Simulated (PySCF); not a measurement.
Sn(Cl)(OH)(NH2)2 (ClH₅N₂OSn), SMILES [NH2][Sn]([NH2])([OH])[Cl].

The structure is a stationary point at PBE-D3(BJ)/def2-SVP. The def2 effective core potentials stand for the cores of Sn; spin–orbit coupling is left out. The values are those of a single conformer.

Calculation: PBE-D3(BJ)/def2-SVP (PySCF).

Frequencies are harmonic and unscaled.

**Question.** Estimate the vibrational spectrum. (An estimate is asked for; the answer gives what the named calculation found.)

**Answer.** 
| mode | ν (cm⁻¹) | IR (km/mol) | moving atoms (share of kinetic energy) |
|---|---|---|---|
| 1 | 75 | 4.1 | N 41 %, H 37 %, Cl 12 % |
| 2 | 101 | 5.1 | N 45 %, O 19 %, Cl 17 %, H 15 % |
| 3 | 137 | 29.3 | H 29 %, O 24 %, N 18 %, Sn 18 %, Cl 11 % |
| 4 | 142 | 27.5 | N 38 %, H 24 %, Sn 16 %, Cl 13 %, O 9 % |
| 5 | 150 | 4.7 | H 59 %, N 23 %, O 9 % |
| 6 | 159 | 5.6 | O 32 %, H 31 %, N 18 %, Sn 12 % |
| 7 | 186 | 15.5 | H 75 %, N 14 % |
| 8 | 247 | 88.2 | H 79 %, O 13 % |
| 9 | 348 | 62.4 | Cl 75 %, Sn 20 % |
| 10 | 527 | 70.8 | N 83 %, H 10 % |
| 11 | 552 | 110.4 | N 74 %, H 13 %, Sn 11 % |
| 12 | 601 | 52.7 | O 82 %, Sn 12 % |
| 13 | 658 | 70.1 | H 77 %, N 17 % |
| 14 | 677 | 72.6 | H 83 %, N 14 % |
| 15 | 839 | 11.1 | H 92 % |
| 16 | 852 | 13.3 | H 91 %, N 9 % |
| 17 | 882 | 77.4 | H 91 % |
| 18 | 1481 | 11.1 | H 92 % |
| 19 | 1488 | 12.0 | H 92 % |
| 20 | 3394 | 15.5 | H 96 % |
| 21 | 3400 | 14.8 | H 96 % |
| 22 | 3494 | 13.7 | H 92 %, N 8 % |
| 23 | 3503 | 14.5 | H 92 %, N 8 % |
| 24 | 3702 | 56.6 | H 94 % |
